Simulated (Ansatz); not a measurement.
Cost and result for the atomization energy of `COB(O)Cl` (9 atoms, 8 bonds).

Z-matrix (Å, degrees):
```
C
O 1 1.415
H 1 1.092 2 111.0
H 1 1.089 2 107.2 3 -119.4
H 1 1.092 2 111.0 3 121.2
B 2 1.350 1 123.5 3 -60.5
Cl 6 1.770 2 122.0 1 0.0
O 6 1.352 2 120.5 1 180.0
H 8 0.962 6 111.6 2 0.0
```

Charge 0, multiplicity 1. All single points use the PBE0-D4/def2-TZVP geometry. It is one conformer, not always the lowest. Program: Ansatz. Hardware: A = 2 threads of an AMD EPYC 7R13 on a shared host; B = 2 threads of an AMD EPYC 7R13 on a shared host and a share of an NVIDIA H100 80 GB. Times are those of one run each, without the atoms' runs, and a repeat can differ threefold. Electronic energies, without spin–orbit coupling; frozen cores. CCSD(T)/CBS extrapolates def2-TZVPP and def2-QZVPP, and its time is that of the two runs behind it. T1 = 0.012. B3LYP takes the VWN-RPA correlation (the form of Gaussian; ORCA's B3LYP/G).

CCSD(T)/CBS is a level of theory with its own doubt, some kJ/mol a heavy atom from the limit and from the frozen cores, so smaller differences don't rank the functionals.

```csv
level,functions,wall time,atomization (kJ/mol),difference from CCSD(T)/CBS,per bond
PBE-D4/def2-TZVPP (with forces) [A],222,2.6 s,3777.3,95.0,11.9
PBE0-D4/def2-TZVPP [A],222,4.3 s,3693.8,11.5,1.4
r2SCAN-D4/def2-TZVPP (with forces) [A],222,5.5 s,3710.9,28.6,3.6
CCSD(T)/def2-TZVPP [B],222,5.5 s,3589.6,-92.7,-11.6
B3LYP-D4/def2-TZVPP (with forces) [A],222,6 s,3676.2,-6.1,-0.8
B2PLYP/def2-TZVPP [A],222,7 s,3651.9,-30.4,-3.8
ωB97X-V/def2-TZVPP [A],222,9 s,3687.1,4.8,0.6
ωB97M-V/def2-TZVPP (with forces) [A],222,13 s,3705.5,23.2,2.9
CCSD(T)/def2-QZVPP [B],418,23 s,3644.3,-38.0,-4.7
CCSD(T)/CBS(def2),–,29 s,3682.3,0.0,0.0
```

In def2-TZVPP, CCSD(T) changes the Hartree–Fock value by +886.8 kJ/mol (the triples alone add +59.2 kJ/mol) and MP2 by +997.0 kJ/mol; breaking electron pairs costs correlation energy, which Hartree–Fock lacks. The D4 term adds +26.6 kJ/mol with B3LYP and +13.8 kJ/mol with PBE0; it sums over pairs of atoms, weighted by their polarisabilities, and B3LYP, whose exchange is more repulsive, gets the larger term. From PBE to PBE0 (25 % exact exchange), in def2-TZVPP and without D4, the atomization energy moves by −80.8 kJ/mol: exact exchange takes away binding that semilocal exchange gives to molecules.
